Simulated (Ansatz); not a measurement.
Computed with Ansatz on PBE0-D4/def2-TZVP structures; ΔE is electronic, products minus reactants. CCSD(T)/CBS adds triple-zeta CCSD(T) − MP2 to the extrapolated MP2 energy (def2 sets, frozen cores). Functionals use def2-TZVPP. B3LYP here is the variant with VWN-RPA as its local correlation; programs differ in this. Open shells (•) are unrestricted, without spin–orbit coupling. Elements past krypton have def2 core potentials. For Te outer-core shells are correlated without core-valence functions, which leaves a few kJ/mol of doubt a bond. Each species was taken in one conformer, which may not be the lowest.

`C#C[SiH2][Te]C` → `C#C[SiH2]`• + `C[Te]`•  (homolysis of the Si–Te bond)

`C#C[SiH2][Te]C`:

Cartesian coordinates in Å:
```
C 0.243 -2.027 1.568
C 0.391 -0.838 1.424
Si 0.588 0.951 1.138
Te 1.056 1.368 -1.262
C -0.666 0.267 -1.925
H 0.118 -3.077 1.704
H -0.662 1.616 1.583
H 1.742 1.471 1.910
H -0.606 0.219 -3.011
H -0.630 -0.735 -1.504
H -1.574 0.784 -1.625
```

`C#C[SiH2]`•:

Cartesian coordinates in Å:
```
C 1.490 0.756 0.445
C 0.484 0.196 0.071
Si -0.929 -0.694 -0.610
H 2.369 1.253 0.785
H -1.402 -1.749 0.319
H -2.012 0.238 -1.010
```

`C[Te]`•:

Z-matrix (Å, degrees):
```
C
Te 1 2.136
H 1 1.091 2 106.5
H 1 1.087 2 110.1 3 118.5
H 1 1.087 2 110.1 3 -118.4
```

```csv
level,ΔE (kJ/mol)
B3LYP-D4,276.0
ωB97M-V,287.0
r2SCAN,269.4
MP2/def2-TZVPP,319.0
SCS-MP2/def2-TZVPP,311.0
CCSD(T)/def2-TZVPP,285.0
MP2/def2-QZVPP,331.1
HF/CBS(def2),181.0
```

(1) What does CCSD(T)/CBS give? (Estimate.)

Largest T1 diagnostic among the species: 0.030.

Answers

(1) The calculation gave: +306.0 kJ/mol. The listed levels differ from it by -30.0, -19.0, -36.6, 13.0, 5.0, -21.0, 25.1, -125.0 kJ/mol.

The D4 term adds +19.7 kJ/mol with B3LYP and +11.1 kJ/mol with PBE0; it sums over pairs of atoms, weighted by their polarisabilities, and B3LYP, whose exchange is more repulsive, gets the larger term. In def2-TZVPP, CCSD(T) changes the Hartree–Fock value by +103.7 kJ/mol (the triples alone add +11.8 kJ/mol) and MP2 by +137.8 kJ/mol; breaking electron pairs costs correlation energy, which Hartree–Fock lacks.
